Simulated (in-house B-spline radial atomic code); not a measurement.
**Ionising Mg4+ with different functionals**

Computed with a radial B-spline atomic code at the basis-set limit: scalar-relativistic (spin-free X2C) Hamiltonian, Fermi nucleus of rms radius 3.057 fm, spin-polarised at highest spin, spherical fractional occupations for the functionals, the average over the highest-spin determinants for Hartree-Fock. The ionisation energy is the difference of two self-consistent energies, [He] 2s2 2p4 → [He] 2s2 2p3, without Breit or QED terms; ε is the level of the shell that loses the electron (its least bound occupied spin orbital).

Hybrids are left out here: with spherical fractional occupations of an open shell their exact exchange keeps a self-interaction that integer-occupation calculations don't have.

| method | rung | ΔSCF (eV) | -ε(2p) (eV) |
| --- | --- | --- | --- |
| Hartree-Fock | Hartree-Fock | 139.35 | 141.52 |
| LDA VWN5 | LDA | 141.00 | 125.17 |
| LDA PW92 | LDA | 140.99 | 125.16 |
| LDA exchange-only | LDA | 138.14 | 122.59 |
| PBE | GGA | 140.89 | 125.02 |
| PBEsol | GGA | 140.53 | 124.76 |
| BLYP | GGA | 141.07 | 125.09 |
| RPBE | GGA | ? | ? |
| PW91 | GGA | 141.08 | 125.23 |
| BP86 | GGA | 141.08 | 125.21 |
| AM05 | GGA | 140.40 | 124.69 |
| OLYP | GGA | 140.33 | 124.73 |
| TPSS | meta-GGA | 140.45 | 124.94 |
| SCAN | meta-GGA | 139.74 | 124.69 |
| r2SCAN | meta-GGA | ? | ? |
| revTPSS | meta-GGA | 140.13 | 124.69 |

Problem. What does r2SCAN give?

Solution. ΔSCF 139.67 eV, and -ε(2p) = 124.67 eV.

Problem. What does RPBE give?

Solution. ΔSCF 140.66 eV, and -ε(2p) = 124.86 eV.

Problem. How do they compare with the NIST value?

Solution. NIST lists 141.33 eV ± 0.03 (semi-empirical, ground level to ground level). Errors run from -3.19 to -0.25 eV; PW91 is closest (-0.25 eV), though others lie within the uncertainty of it, and part of that can be cancellation, since the calculations leave out spin-orbit coupling, Breit-QED terms, multiplet and fine-structure energies. Hartree-Fock also lacks correlation.
